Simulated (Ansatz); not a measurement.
Coupled-cluster diagnostics for GeCl₄, Ansatz.

Geometry of the singlet (PBE-D4/def2-SVP):

```xyz
5

Ge    0.000    0.000    0.001
Cl    1.967   -0.504   -0.694
Cl   -0.357   -0.953    1.890
Cl   -0.155    2.129    0.231
Cl   -1.454   -0.673   -1.427
```

Correlated methods freeze 29 core orbitals; core or outer-core shells of Ge are correlated, in sets that lack core-valence functions. The structure comes from a short search, and lower isomers may exist.

**Question.** Estimate the CCSD(T) correlation energy, the shares of MP2 and (T), T1 and the reference's ⟨S²⟩ for: charge 0, singlet, own geometry in def2-TZVPP; and the rough time on 4 threads of Arm Neoverse V2 on a shared host.

**Answer.** 
```csv
state,basis,correlation (eV),MP2 share (%),(T) share (%),T1,⟨S²⟩ (pure),wall time
"charge 0, singlet, own geometry",def2-TZVPP,-29.638,90.9,4.3,0.009,0.00 (0.00),1.9 min
```
Customary marks for T1 are 0.02 (closed shells), 0.045 (open shells) and about 0.05 (3d metals). T1 stays under 0.02 throughout.
